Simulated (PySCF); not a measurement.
# Heteronuclear NMR

Mapped SMILES: `[H]/[N:1]=[CH:2]/[C@@H:3]1[CH2:4][SiH2:5][NH:6]1` (H(Xn): hydrogen on atom n). Ha(C4), Ha(Si5) are cis to C2 on the ring; Hb(C4), Hb(Si5) are trans to C2 on the ring.

[PySCF 2.14.0 with density-fitted response routines: GFN2-xTB geometry; NMR shieldings at PBE0/pcSseg-1/GIAO; isolated molecule; one conformer; non-relativistic Hamiltonian]

Question: Predict the 29Si NMR data.

Answer: 
| atoms | environment | σ (ppm) | δ (ppm) |
| --- | --- | --- | --- |
| Si5 | silicon bonded to C, N, 2 H, in a 4-membered ring | 367.2 | -21.9 |

Shieldings were converted by a linear fit to measured shifts: 29Si: δ = 279.94 − 0.822σ (rms 8.9 ppm, 72 shifts, 25.8 ppm with the 6 outliers that the fit left out vs TMS, solution or neat liquid). A few per cent of atoms miss by over 2 rms, more outside the fitted compound classes.

On a 300 MHz spectrometer 29Si resonates near 59.6 MHz, so 1 ppm is 59.6 Hz.

Question: Where does 15N resonate?

Answer: 
```tsv
atoms	environment	σ (ppm)	δ (ppm)
N1	imine nitrogen	-69.6	-83.9
N6	nitrogen bonded to C, Si, H, in a 4-membered ring	236.2	-365.7
```

Shieldings were converted by a linear fit to measured shifts: 15N (scatter 6.3 ppm rms vs CH3NO2, solution or neat liquid). A few per cent of atoms miss by over 2 rms, more outside the fitted compound classes.

On a 600 MHz spectrometer 15N resonates near 60.8 MHz, so 1 ppm is 60.8 Hz.
